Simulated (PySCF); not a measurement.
Nb(O)2(OH) (HNbO3), SMILES [O]=[Nb](=[O])[OH], multiplicity 1.

Geometry optimised at PBE-D3(BJ)/def2-SVP. The spin state was assumed, not searched. The def2 effective core potentials stand for the cores of Nb; spin–orbit coupling is left out. The values are those of a single conformer.

Method: PBE-D3(BJ)/def2-SVP in PySCF.

Frequencies are harmonic and unscaled.

Computed vibrational spectrum:
```tsv
mode	ν (cm⁻¹)	IR (km/mol)	moving atoms (share of kinetic energy)
1	165	37.7	O 66 %, Nb 24 %, H 10 %
2	209	12.5	O 58 %, H 33 %, Nb 9 %
3	252	79.4	O 53 %, H 42 %
4	342	42.7	O 74 %, H 19 %
5	515	166.4	H 76 %, O 23 %
6	697	72.7	O 71 %, Nb 17 %, H 12 %
7	936	212.2	O 81 %, Nb 19 %
8	970	67.3	O 89 %, Nb 11 %
9	3777	176.2	H 94 %
```
